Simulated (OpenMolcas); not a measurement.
# Fe2+: ligand-field states by method

Fe2+ with 4 ligands (chloride) in square-planar coordination (D4h) at 2.4 Å. A charge of +0.5 e stands 3.2 Å behind each ligand. Ligand basis ANO-RCC-VDZP.
```
Fe    0.0000    0.0000    0.0000
Cl    2.4000    0.0000    0.0000
Cl    0.0000    2.4000    0.0000
Cl   -2.4000    0.0000    0.0000
Cl    0.0000   -2.4000    0.0000
```

```
Program             : OpenMolcas 26.06
Basis               : ANO-RCC-VTZP [6s5p3d2f1g]
Scalar Hamiltonian  : DKH2, point nucleus
Active space        : 6 electrons in 5 orbitals (3d)
State averaging     : 2S+1 = 5 even, 5 roots; 2S+1 = 3 even, 45 roots; 2S+1 = 1 even, 50 roots
Spin-orbit coupling : RASSI with atomic mean-field integrals over the reference wave functions
```

I. CASSCF
II. SS-CASPT2, IPEA 0.25 Eh, imaginary shift 0.1 Eh (closed shells correlated: 3s 3p and the ligand valence shells)

Spin-free states (labels of D4, the rotations of D4h) in cm-1, each column counted from its own energy of the first state listed:

| State | Degeneracy | I | II |
| --- | --- | --- | --- |
| 5A1 | 1 | 0 | 0 |
| 5E | 2 | 1196 | 1580 |
| 5B2 | 1 | 3465 | 3890 |
| 5B1 | 1 | 9857 | 11780 |
| 3A2 | 1 | 18227 | 14180 |
| 3E | 2 | 18465 | 14690 |
| 3B2 | 1 | 20686 | 16020 |
| 3E | 2 | 22183 | 18160 |
| 3A1 | 1 | 22744 | 19000 |
| 3A2 | 1 | 24311 | 21340 |
| 3E | 2 | 24368 | 21110 |
| 3B1 | 1 | 24547 | 20290 |
| 3B2 | 1 | 25181 | 20450 |
| 3E | 2 | 25506 | 20310 |
| 3E | 2 | 27096 | 21990 |
| 3A2 | 1 | 27128 | 21850 |
| 3B1 | 1 | 27739 | 23510 |
| 3A1 | 1 | 28460 | 23380 |
| 1A1 | 1 | 29131 | 24880 |
| 1B1 | 1 | 29160 | 22630 |

From I to II, I's first state of the same spin (5E) moves from 1196 to 1580 cm-1, by about +390 cm-1.

From I to II, I's first state of another spin (3A2) moves from 18227 to 14180 cm-1, by about -4000 cm-1.

χT at 300 K: I 4.15, II 3.91 cm3 K/mol.

Over all roots computed the reference weight is 0.71 to 0.74 in II; a low but even weight reflects the number of correlated electrons. Ligand-to-metal charge-transfer states are missing. Without dynamic correlation the repulsion within the d shell is too large (B by tens of per cent), so at a given field states of lower spin stand too high (holds for I). With no ligand orbital active B as a rule stays too high, so bands that hang on it stand too high and its fall with covalency is understated (holds for I). With metal d orbitals alone and no dynamic correlation the field as a rule comes out too small, by tens of per cent, by up to half for chloride and softer ligands, and the orbital part of g and χT, which goes as 1/10Dq, too large (holds for I). A single d shell leaves out the double-shell effect, which counts most for late 3d ions, where the CASPT2 field can be off either way by tens of per cent (holds for II). For late 3d ions with one d shell CASPT2 can put B and the spin-flip bands somewhat low as well as high (holds for II). Free-ion shares, where given, are those of the reference states; single-state CASPT2 does not remix them (holds for II). No measured value stands beside these numbers; the geometry was imposed, not optimised, and the real ion may take another.
